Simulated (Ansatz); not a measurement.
# One elementary step

Start structure (SiN2H10O2, closed shell), relaxed at PBE0-D4/def2-TZVP:

```
15
angstrom
Si -1.0933 -0.3184 -1.2523
N -0.0236 -1.5709 -0.6595
H -1.5424 -0.5092 -2.6611
H -2.2812 -0.4679 -0.3620
N -0.2499 1.1502 -1.2176
H 0.8864 1.0423 1.7209
O 0.8180 1.9772 1.4384
H 0.5573 -1.0703 1.0378
O 0.8723 -0.7270 1.9061
H -0.4458 -2.4813 -0.5277
H 0.8402 -1.6813 -1.1757
H 0.0942 1.5669 -0.3545
H -0.4029 1.8297 -1.9427
H 1.7105 2.3242 1.4869
H 0.2600 -1.0642 2.5630
```

The step: SiN₂H₆ ([NH2][SiH2][NH2]) + H₂O + H₂O → SiNH₅O ([NH2][SiH2][OH]) + H₂O + NH₃; bonds formed: Si1–O7, N2–H8, H6–O9; bonds broken: Si1–N2, H6–O7, H8–O9. Computed with Ansatz 0.2.0 (basis: def2-TZVPP and def2-QZVPP); correlated methods freeze the cores. Extrapolation: Hartree–Fock as exp(−7.88 √X), correlation as X^−2.97. Energies below are by CCSD(T) at an estimated basis limit (MP2 extrapolated from triple and quadruple zeta, plus CCSD(T) − MP2 in triple zeta).

Question: What are the electronic barrier and the energy of the step, from the start structure to the end structure? (To be estimated.)

Answer: The calculation gives: Barrier 21.49 kcal/mol; step energy -4.47 kcal/mol (downhill); reverse barrier, their difference, 25.96 kcal/mol. Barrier and step energy count from the start structure, the reverse barrier from the end structure.

The saddle point: One imaginary mode of 1136i cm⁻¹.
```json
{"pair": "Si1–O7", "start (Å)": "4.02", "saddle (Å)": "1.99", "end (Å)": "1.69"}
{"pair": "N2–H8", "start (Å)": "1.86", "saddle (Å)": "1.26", "end (Å)": "1.02"}
{"pair": "H6–O9", "start (Å)": "1.78", "saddle (Å)": "1.26", "end (Å)": "0.98"}
{"pair": "Si1–N2", "start (Å)": "1.75", "saddle (Å)": "1.86", "end (Å)": "2.29"}
{"pair": "H6–O7", "start (Å)": "0.98", "saddle (Å)": "1.15", "end (Å)": "1.81"}
{"pair": "H8–O9", "start (Å)": "0.99", "saddle (Å)": "1.24", "end (Å)": "2.03"}
```

Zero-point energy (harmonic, PBE0-D4): ZPE is 75.57 kcal/mol at the start and 73.89 kcal/mol at the saddle, so the barrier goes from 21.49 to 19.82 kcal/mol.

The T1 diagnostic stays at or below 0.011.

The step is the kind of ligand exchange by which a precursor binds to a hydroxyl group, or is hydrolysed, in atomic layer deposition of oxides.

Labels in which every atom is bracketed show which atoms are joined, not bond orders.

For scale, one of the runs: CCSD(T)/def2-TZVPP, 306 basis functions, launched by `ansatz run in.yaml --threads 8 --pin off --events-out ev --progress --plain --max-ram 19148MiB`. Hardware: 8 CPU threads of an Intel Xeon, shared host. Wall time 4.9 min; peak host memory 11 GiB.
